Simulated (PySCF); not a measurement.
# Multinuclear NMR of C6H11NSi2

Bonds (- single, = double, # triple, : aromatic): C1-C2, C2#C3, C3-C4, C4#C5, C5-C6, C6-N7, N7-Si8, N7-Si9. C1 carries H10, H11, H12; C6 carries H13, H14; Si8 carries H15, H16, H17; Si9 carries H18, H19, H20.

[PySCF 2.14: NMR shieldings at PBE0/pcSseg-1/GIAO; geometry from PBE0-D3(BJ)/def2-SVP; no solvent; no relativistic terms; one computed conformer; one averaged value for each set of equivalent atoms]

(1) What are the $^{29}$Si shifts?

(2) What are the $^{15}$N shifts?

Answers

(1) 
| atoms | environment | σ (ppm) | δ (ppm) |
| --- | --- | --- | --- |
| Si8/Si9 | silicon bonded to N, 3 H | 391.6 | -46.6 |

Shieldings were converted by a linear fit to measured shifts: $^{29}$Si: δ = 279.39 − 0.832σ (rms 9.7 ppm, 87 shifts, 23.4 ppm with the 5 outliers that the fit left out vs TMS, solution or neat liquid). A few per cent of atoms miss by over 2 rms, more outside the fitted compound classes.

On a 400 MHz spectrometer $^{29}$Si resonates near 79.5 MHz, so 1 ppm is 79.5 Hz.

(2) 
```tsv
atoms	environment	σ (ppm)	δ (ppm)
N7	nitrogen bonded to C, 2 Si	250.6	-379.9
```

Shieldings were converted by a linear fit to measured shifts: $^{15}$N: δ = -150.45 − 0.916σ (rms 7.2 ppm, 79 shifts vs CH3NO2, solution or neat liquid). A few per cent of atoms miss by over 2 rms, more outside the fitted compound classes.

On a 600 MHz spectrometer $^{15}$N resonates near 60.8 MHz, so 1 ppm is 60.8 Hz.
